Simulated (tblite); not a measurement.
C3HN3S.
InChI=1S/C3HN3S/c4-1-3-2-5-6-7-3/h2H

Level: GFN2-xTB in tblite, geometry and Hessian alike; calculated harmonic values, unscaled, isolated species. This tight-binding method is rough: wavenumbers can miss measured ones by several per cent, in bad cases by 10 to 20.

Harmonic wavenumbers (cm⁻¹): 143.8, 147.5, 407.1, 476.5, 498.1, 558.6, 621.1, 684.7, 718.7, 827.7, 869.7, 1091.0, 1122.8, 1305.8, 1350.9, 1447.7, 2361.0, 3157.8.

A = 5823, B = 1865, C = 1413 MHz; mass 110.989 u (most abundant isotopes); point group Cs, symmetry number 1.

Question: Zero-point energy?

Answer: ½Σν̃ = 8895 cm⁻¹ = 106.41 kJ/mol.

Question: Entropy at 350 K, 1 bar (ideal gas, RRHO, classical rotation)?

Answer: Translation 170.92, rotation 116.81, vibration 51.19: S = 338.9 J/(mol K).

Question: And Cp and H(350 K) − H(0)?

Answer: Cp = 100.38 J/(mol K), of which vibrations give 67.13 (their classical limit is 18 R = 149.7); H(350 K) − H(0) = 22.31 kJ/mol without the zero-point energy, 10.67 from vibrations.

Question: How do the functions run with temperature in this model?

Answer: 
```json
{"T (K)": "50", "S (J/(mol K))": "224.3", "Cp (J/(mol K))": "37.8", "H − H(0) (kJ/mol)": "1.72", "G − H(0) (kJ/mol)": "-9.50", "ln q(vib)": "0.03"}
{"T (K)": "100", "S (J/(mol K))": "253.5", "Cp (J/(mol K))": "46.8", "H − H(0) (kJ/mol)": "3.84", "G − H(0) (kJ/mol)": "-21.50", "ln q(vib)": "0.27"}
{"T (K)": "298.15", "S (J/(mol K))": "323.6", "Cp (J/(mol K))": "90.4", "H − H(0) (kJ/mol)": "17.36", "G − H(0) (kJ/mol)": "-79.13", "ln q(vib)": "1.96"}
{"T (K)": "373.15", "S (J/(mol K))": "345.5", "Cp (J/(mol K))": "104.4", "H − H(0) (kJ/mol)": "24.68", "G − H(0) (kJ/mol)": "-104.23", "ln q(vib)": "2.73"}
{"T (K)": "500", "S (J/(mol K))": "378.7", "Cp (J/(mol K))": "122.7", "H − H(0) (kJ/mol)": "39.15", "G − H(0) (kJ/mol)": "-150.22", "ln q(vib)": "4.10"}
{"T (K)": "750", "S (J/(mol K))": "433.1", "Cp (J/(mol K))": "144.5", "H − H(0) (kJ/mol)": "72.84", "G − H(0) (kJ/mol)": "-251.97", "ln q(vib)": "6.75"}
{"T (K)": "1000", "S (J/(mol K))": "476.4", "Cp (J/(mol K))": "156.6", "H − H(0) (kJ/mol)": "110.61", "G − H(0) (kJ/mol)": "-365.84", "ln q(vib)": "9.20"}
```

q(vib) and H(0) count from the zero-point level.

Question: Which modes carry the vibrational entropy at 350 K?

Answer: 143.8 cm⁻¹: 12.81; 147.5 cm⁻¹: 12.60; 407.1 cm⁻¹: 4.94; 476.5 cm⁻¹: 3.94; 498.1 cm⁻¹: 3.67; 558.6 cm⁻¹: 3.02 J/(mol K); the other 12 give 10.22 together.

Hindered rotation and anharmonicity are outside this model.
